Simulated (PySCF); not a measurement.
Species: C11H12.
Atom-mapped SMILES: `[CH2:1]=[CH:2][C:3]1=[CH:4][C@@H:5]2[C:6]([C:7](=[CH2:8])[CH3:9])=[CH:10][C@H:11]12` (hydrogens: H12, H13 on C1; H14 on C2; H15 on C4; H16 on C5; H17, H18 on C8; H19, H20, H21 on C9; H22 on C10; H23 on C11)

The same species was optimised twice, with GFN2-xTB and with PBE0-D3(BJ)/def2-SVP (PySCF), and the same property calculations (PySCF, gas phase) were run on both structures.

```csv
coordinate,GFN2-xTB,PBE0-D3(BJ)/def2-SVP,change
C7=C8 (Å),1.333,1.344,+0.011
C6–C7 (Å),1.443,1.454,+0.011
C2–C3 (Å),1.434,1.445,+0.011
C1=C2 (Å),1.330,1.341,+0.011
C4–C5 (Å),1.506,1.515,+0.009
C6=C10 (Å),1.342,1.352,+0.010
C10–C11 (Å),1.506,1.515,+0.009
C3=C4 (Å),1.343,1.351,+0.008
C5–C11 (Å),1.556,1.561,+0.005
C3–C11 (Å),1.523,1.528,+0.005
C5–C6 (Å),1.523,1.527,+0.004
C7–C9 (Å),1.500,1.500,0.000
C4–C5–C6 (°),113.6,116.4,+2.8
C3–C11–C10 (°),113.6,116.3,+2.7
C7–C6–C10 (°),135.9,134.8,-1.1
C5–C6–C7 (°),130.4,131.4,+1.0
C6–C7–C8 (°),121.1,120.1,-1.0
C6–C7–C9 (°),116.1,116.9,+0.8
C2–C3–C4 (°),135.5,135.1,-0.4
C2–C3–C11 (°),130.8,131.2,+0.4
C1–C2–C3–C4 (°),177,177,0
C5–C6–C7–C8 (°),-2,2,+4
```

Rotational constants: A = 2651, B = 654.9, C = 591.0 MHz (GFN2-xTB) against A = 2613, B = 641.8, C = 579.1 MHz (PBE0-D3(BJ)/def2-SVP). Point groups within 0.08 Å: C1 and C1.

On the GFN2-xTB structure: HOMO (eV) -6.29 [PBE0/pcSseg-1]; LUMO (eV) -1.08 [PBE0/pcSseg-1]; dipole (D) 0.37 [PBE0/pcSseg-1]; GIAO shielding of C1 (ppm) 66.1 [PBE0/pcSseg-1]; GIAO shielding of C2 (ppm) 47.7 [PBE0/pcSseg-1]; GIAO shielding of C3 (ppm) 22.9 [PBE0/pcSseg-1]; GIAO shielding of C4 (ppm) 41.9 [PBE0/pcSseg-1]; GIAO shielding of C5 (ppm) 139.1 [PBE0/pcSseg-1]; GIAO shielding of C6 (ppm) 21.3 [PBE0/pcSseg-1]; GIAO shielding of C7 (ppm) 40.0 [PBE0/pcSseg-1]; GIAO shielding of C8 (ppm) 68.7 [PBE0/pcSseg-1].

Question: What do these properties become on the PBE0-D3(BJ)/def2-SVP structure?

Answer: 
| property | level | on GFN2-xTB | on PBE0-D3(BJ)/def2-SVP | change |
| --- | --- | --- | --- | --- |
| HOMO (eV) | PBE0/pcSseg-1 | -6.29 | -6.34 | -0.05 |
| LUMO (eV) | PBE0/pcSseg-1 | -1.08 | -1.10 | -0.02 |
| dipole (D) | PBE0/pcSseg-1 | 0.37 | 0.42 | +0.05 |
| energy, GFN2-xTB geometry as zero (kcal/mol) | PBE0/pcSseg-1 | 0.0 | -1.2 | -1.2 |
| GIAO shielding of C1 (ppm) | PBE0/pcSseg-1 | 66.1 | 62.1 | -4.0 |
| GIAO shielding of C2 (ppm) | PBE0/pcSseg-1 | 47.7 | 45.0 | -2.7 |
| GIAO shielding of C3 (ppm) | PBE0/pcSseg-1 | 22.9 | 21.4 | -1.5 |
| GIAO shielding of C4 (ppm) | PBE0/pcSseg-1 | 41.9 | 40.5 | -1.4 |
| GIAO shielding of C5 (ppm) | PBE0/pcSseg-1 | 139.1 | 138.1 | -1.0 |
| GIAO shielding of C6 (ppm) | PBE0/pcSseg-1 | 21.3 | 19.5 | -1.8 |
| GIAO shielding of C7 (ppm) | PBE0/pcSseg-1 | 40.0 | 37.6 | -2.4 |
| GIAO shielding of C8 (ppm) | PBE0/pcSseg-1 | 68.7 | 64.4 | -4.3 |

The heavy atoms differ by 0.031 Å rms after alignment. Among bonds between heavy atoms C1=C2, C2–C3, C6–C7, C6=C10 and C7=C8 change most and about equally (+0.010 to +0.011 Å). Changes are differences of the printed values. Neither structure is proved a minimum here.

Conformer computed: `[CH2:1]=[CH:2][C:3]1=[CH:4][C@@H:5]2[C:6]([C:7](=[CH2:8])[CH3:9])=[CH:10][C@H:11]12`: C1–C2–C3–C4 177°, C5–C6–C7–C8 2°.
